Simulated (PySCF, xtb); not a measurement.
chloro(difluoro)methane (CHClF2), SMILES FC(F)Cl.

Harmonic wavenumbers (cm⁻¹) from xtb with GFN2-xTB at its own minimum, in rising order: 321, 370, 530, 702, 1050, 1067, 1175, 1235, 2898.

Task: What does PBE-D3(BJ)/def2-SVP (PySCF) give at its own minimum? (The exact figures need the calculation; the answer reports its results.)

Result: 352, 394, 587, 770, 1109, 1136, 1262, 1334, 3029. Paired by order, the mean absolute difference is 69 cm⁻¹ and the zero-point energies are 13.4 and 14.3 kcal/mol.
